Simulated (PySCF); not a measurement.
SMILES C#Cc1ccccc1OC (C9H8O) (GFN2-xTB optimised geometry):

```
18

C     -2.314    -2.346     0.002
C     -1.698    -1.316     0.002
C     -0.994    -0.089     0.000
C     -1.684     1.117     0.000
C     -1.000     2.319     0.000
C      0.383     2.317     0.000
C      1.089     1.125     0.000
C      0.415    -0.089     0.000
O      1.010    -1.313     0.000
C      2.414    -1.381     0.004
H     -2.844    -3.252     0.005
H     -2.764     1.098    -0.001
H     -1.544     3.252     0.000
H      0.926     3.251     0.000
H      2.168     1.154     0.000
H      2.838    -0.912     0.899
H      2.844    -0.916    -0.889
H      2.656    -2.442     0.007
```

Method: CAM-B3LYP/def2-SVP (PySCF).

Question: What are the frontier orbital energies and the dipole moment?

Answer: HOMO-2 -9.09 eV, HOMO-1 -8.25 eV, HOMO -7.44 eV, LUMO 0.34 eV, LUMO+1 1.33 eV; dipole moment 1.96 D.

Meta-Löwdin charges at CAM-B3LYP/def2-SVP: C1 -0.19, C2 -0.02, C3 -0.03, C4 -0.08, C5 -0.13, C6 -0.08, C7 -0.17, C8 0.22, O9 -0.34, C10 -0.07, H11 0.15, H12 0.11, H13 0.10, H14 0.11, H15 0.11, H16 0.09, H17 0.09, H18 0.12.
